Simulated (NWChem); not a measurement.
Program: NWChem. System: H7Si3, charge 0, spin multiplicity 2, at a geometry optimised with UPBE0/def2-SVP. The structure started from a generated list of species. Its SCF solution wasn't tested for a lower state. Level: ULDA (SVWN5)/def2-TZVP.

Job file:

```
start mol
memory heap 200 mb stack 900 mb global 1100 mb
geometry units angstroms nocenter noautoz
  Si    -0.361209     0.026170    -1.992418
  Si     0.843602    -0.121971     0.000000
  Si    -0.361209     0.026170     1.992418
  H     -0.884814     1.408926    -2.234911
  H     -1.521411    -0.914387    -1.921560
  H      0.510659    -0.358582    -3.144573
  H      2.094563     0.702912     0.000000
  H     -0.884814     1.408926     2.234911
  H      0.510659    -0.358582     3.144573
  H     -1.521411    -0.914387     1.921560
  symmetry group Cs
end
basis spherical
  * library def2-tzvp
end
dft
  xc slater vwn_5
  odft
  mult 2
  semidirect memsize 60000000 filesize 0
  iterations 100
end
task dft energy
```

NWChem printed:

```
             Northwest Computational Chemistry Package (NWChem) 7.3.0
             --------------------------------------------------------

                                NWChem Input Module
                                -------------------

 Scaling coordinates for geometry "geometry" by  1.889725989
 (inverse scale =  0.529177249)

 Turning off AUTOSYM since
 SYMMETRY directive was detected!

                             Geometry "geometry" -> ""
                             -------------------------

 Output coordinates in angstroms (scale by  1.889725989 to convert to a.u.)

  No.       Tag          Charge          X              Y              Z
 ---- ---------------- ---------- -------------- -------------- --------------
    1 Si                  14.0000    -0.36120900     0.02617000    -1.99241800
    2 Si                  14.0000     0.84360200    -0.12197100     0.00000000
    3 Si                  14.0000    -0.36120900     0.02617000     1.99241800
    4 H                    1.0000    -0.88481400     1.40892600    -2.23491100
    5 H                    1.0000    -1.52141100    -0.91438700    -1.92156000
    6 H                    1.0000     0.51065900    -0.35858200    -3.14457300
    7 H                    1.0000     2.09456300     0.70291200     0.00000000
    8 H                    1.0000    -0.88481400     1.40892600     2.23491100
    9 H                    1.0000     0.51065900    -0.35858200     3.14457300
   10 H                    1.0000    -1.52141100    -0.91438700     1.92156000

 Effective nuclear repulsion energy (a.u.)     180.8929157419

            Nuclear Dipole moment (a.u.)
            ----------------------------
        X                 Y               Z
 ---------------- ---------------- ----------------
     0.0000132281    -0.0000151178     0.0000000000

      Symmetry information
      --------------------

 Group name             Cs
 Group number              2
 Group order               2
 No. of unique centers     6

      Symmetry unique atoms

     1    2    4    5    6    7


 Summary of "ao basis" -> "" (spherical)
[...]
    beta     51     53     52     54     55     56     57     58     59     60
 overlap   0.993  0.976  0.998  0.974  0.998  0.995  0.997  1.000  0.997  0.999

   alpha     61     62     63     64     65     66     67     68     69     70
    beta     61     62     63     64     66     65     67     68     69     70
 overlap   0.994  0.994  0.999  0.999  0.997  1.000  0.999  0.999  0.992  0.947

   alpha     71     72     73     74     75     76     77     78     79     80
    beta     72     71     73     74     75     76     77     78     79     80
 overlap   0.974  0.925  0.988  0.982  0.962  0.997  0.993  0.995  0.994  0.996

   alpha     81     82     83     84     85     86     87     88     89     90
    beta     81     82     83     84     87     85     86     88     89     90
 overlap   0.976  0.971  0.990  0.957  0.944  0.989  0.983  0.998  0.980  0.997

   alpha     91     92     93     94     95     96     97     98     99    100
    beta     91     92     93     94     95     96     97     98     99    100
 overlap   0.986  0.982  0.985  0.973  0.990  0.984  0.934  0.943  0.992  0.992

   alpha    101    102    103    104    105    106    107    108    109    110
    beta    101    102    104    103    105    106    107    108    109    110
 overlap   0.992  0.989  0.998  0.994  0.995  0.996  0.992  0.994  0.994  0.997

   alpha    111    112    113    114    115    116    117    118    119    120
    beta    111    112    113    114    115    116    117    118    119    120
 overlap   0.998  0.999  0.997  0.996  0.998  0.998  0.999  0.997  0.999  0.999

   alpha    121    122    123    124    125    126    127    128    129    130
    beta    121    122    123    124    125    126    127    128    129    130
 overlap   0.997  0.997  1.000  0.999  0.998  1.000  0.998  1.000  0.999  0.999

   alpha    131    132    133    134    135    136    137    138    139    140
    beta    131    132    133    134    135    136    137    138    139    140
 overlap   0.998  0.998  0.998  1.000  1.000  1.000  1.000  1.000  0.998  0.998

   alpha    141    142    143    144    145    146    147    148    149    150
    beta    141    142    143    144    145    146    147    148    149    150
 overlap   1.000  0.999  1.000  1.000  0.999  0.998  0.998  1.000  1.000  1.000

   alpha    151    152    153
    beta    151    152    153
 overlap   1.000  1.000  1.000

     --------------------------
     Expectation value of S2:
     --------------------------
      <S2> =      0.7522 (Exact =     0.7500)

 center of mass
 --------------
 x =   0.03490341 y =  -0.02005520 z =   0.00000000

 moments of inertia (a.u.)
 ------------------
         951.515183858050           7.084090662966           0.000000000000
           7.084090662966        1063.941006897036           0.000000000000
           0.000000000000           0.000000000000         161.620186501438

     Multipole analysis of the density
     ---------------------------------

     L   x y z        total         alpha         beta         nuclear
     -   - - -        -----         -----         ----         -------
     0   0 0 0     -0.000000    -25.000000    -24.000000     49.000000

     1   1 0 0     -0.001622     -0.723895      0.722260      0.000013
     1   0 1 0      0.032741      0.263854     -0.231098     -0.000015
     1   0 0 1      0.000000      0.000000      0.000000      0.000000

     2   2 0 0    -33.776331    -63.557551    -58.497021     88.278242
     2   1 1 0      0.143574      1.948265     -0.697304     -1.107387
     2   1 0 1      0.000000      0.000000      0.000000      0.000000
     2   0 2 0    -33.987800    -31.308613    -26.323392     23.644205
     2   0 1 1      0.000000      0.000000     -0.000000      0.000000
     2   0 0 2    -33.891912   -283.452708   -280.040699    529.601495

 Task  times  cpu:        5.2s     wall:        5.2s

 Total times  cpu:        5.2s     wall:        5.2s
```
